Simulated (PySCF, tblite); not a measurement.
Isomers of C6H9NOSi. All values are computed: GFN2-xTB (tblite) harmonic vibrations without scaling, gas phase. Errors from tens to a few hundred cm⁻¹ against measured bands are possible. Modes of hydrogen on silicon can be 10 to 20 % off. One conformer each.

Electronic energies: PBE0/pcSseg-1 single points on the GFN2-xTB geometries (PySCF, gas phase).

```
                 SMILES  electronic energy, lowest = 0 (kcal/mol)
   C#CC(=O)N[SiH2]C1CC1                                      50.3
C[C@@H]1[SiH2]OCC=C1C#N                                      14.7
  C#CC(=C)[SiH2]NC(C)=O                                      40.5
       CO[SiH2]c1ccccn1                                       0.0
  CO[Si@@H]1CC=C(C#N)C1                                       6.7
```

**Question.** How do GFN2-xTB zero-point energies change the relative energies?

**Answer.** 
```
                 SMILES  ZPE (kcal/mol)  of it from modes above 1550 cm⁻¹  electronic (kcal/mol)  with ZPE, lowest = 0 (kcal/mol)  lowest mode (cm⁻¹)  rings
       CO[SiH2]c1ccccn1            83.7                              41.1                    0.0                              0.0                  35      1
  CO[Si@@H]1CC=C(C#N)C1            84.6                              43.1                    6.7                              7.7                  32      1
C[C@@H]1[SiH2]OCC=C1C#N            84.2                              42.1                   14.7                             15.3                  36      1
  C#CC(=C)[SiH2]NC(C)=O            81.1                              46.2                   40.5                             37.8                  15      0
   C#CC(=O)N[SiH2]C1CC1            82.5                              43.9                   50.3                             49.1                  29      1
```

The zero-point energies span 3.5 kcal/mol, from `C#CC(=C)[SiH2]NC(C)=O` to `CO[Si@@H]1CC=C(C#N)C1`. The order is unchanged.

**Question.** And how do the electronic energies of GFN2-xTB itself compare?

**Answer.** `CO[SiH2]c1ccccn1` 0.0; `CO[Si@@H]1CC=C(C#N)C1` 28.0; `C[C@@H]1[SiH2]OCC=C1C#N` 19.0; `C#CC(=C)[SiH2]NC(C)=O` 54.3; `C#CC(=O)N[SiH2]C1CC1` 57.6 kcal/mol, lowest = 0. Against the energies above, taken from the same isomer `CO[SiH2]c1ccccn1`, the largest difference is 21.3 kcal/mol.

**Question.** What do entropy and thermal enthalpy add at 298.15 K and 1 bar (rigid rotor, harmonic oscillator, one conformer each)?

**Answer.** 
```csv
SMILES,point group,symmetry number,S (cal/(mol K)),H − H(0) (kcal/mol),ZPE + H − H(0) − TS (kcal/mol)
CO[SiH2]c1ccccn1,Cs,1,100.1,6.92,60.8
CO[Si@@H]1CC=C(C#N)C1,C1,1,102.7,7.27,61.3
C[C@@H]1[SiH2]OCC=C1C#N,C1,1,97.7,6.85,62.0
C#CC(=O)N[SiH2]C1CC1,C1,1,105.5,7.53,58.6
```

Not tabulated: `C#CC(=C)[SiH2]NC(C)=O` (lowest mode only 15 cm⁻¹).
